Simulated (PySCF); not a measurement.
# Excitation energy of Au(2+) by level of theory

Au(2+) [Xe] 4f14 5d9 (2D) → Au(2+) [Xe] 4f14 5d8 6p1 (high-spin determinant), as a difference of total energies. Calculation: PySCF 2.14, in x2c-TZVPPall with one added diffuse shell each of s, p, d, f type (12s8p8d4f1g, 113 functions); scalar relativity by spin-free X2C-1e. Correlated levels: valence: [Xe] 4f14 frozen. The calculations carry no spin-orbit coupling.

| method | excitation energy (cm⁻¹) |
| --- | --- |
| UHF | 96393 |
| MP2 (valence) | 103460 |
| SCS-MP2 (valence) | 104260 |
| CCSD (valence) | 101830 |
| CCSD(T) (valence) | 101830 |

A first-order spin-orbit estimate (lowest level to lowest level, LS coupling) adds 0.046 eV.

The determinant of the upper state mixes LS terms, which raises its energy above the lowest term, most at the Hartree-Fock and MP2 levels.
